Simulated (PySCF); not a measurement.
**Ionisation energy of Gd⁵⁰⁺ by level of theory**

Gd⁵⁰⁺ [Ne] 3s2 3p2 (3P) → Gd⁵¹⁺ [Ne] 3s2 3p1 (2P), as a difference of total energies. Calculation: PySCF 2.14, in an even-tempered Gaussian basis (17 s from 11 bohr⁻², ratio 2.5; 12 p from 15 bohr⁻², ratio 2.5; 4 d from 58 bohr⁻², ratio 2.7; 4 f from 87 bohr⁻², ratio 2.7); the spin-free X2C one-electron Hamiltonian (Gaussian nucleus). Correlated levels: outer shells: 1s2 frozen; virtual orbitals above 40 to 60 times the deepest correlated orbital energy dropped. The calculations carry no spin-orbit coupling.

```json
{"method": "UHF", "ionisation energy (eV)": "4467.6"}
{"method": "MP2 (outer shells)", "ionisation energy (eV)": "4468.2"}
{"method": "SCS-MP2 (outer shells)", "ionisation energy (eV)": "4467.9"}
{"method": "CCSD (outer shells)", "ionisation energy (eV)": "4468.1"}
{"method": "CCSD(T) (outer shells)", "ionisation energy (eV)": "4468.1"}
```

Spin-orbit coupling is strong in these open shells (close to jj coupling). The scalar numbers leave it out and a first-order estimate fails, so it can dominate the gap to the real levels.

Breit and QED terms and the two-electron picture change are absent.

For comparison: 4578 ± 4 eV (theoretical estimate listed by NIST; NIST Atomic Spectra Database, ionization energies).
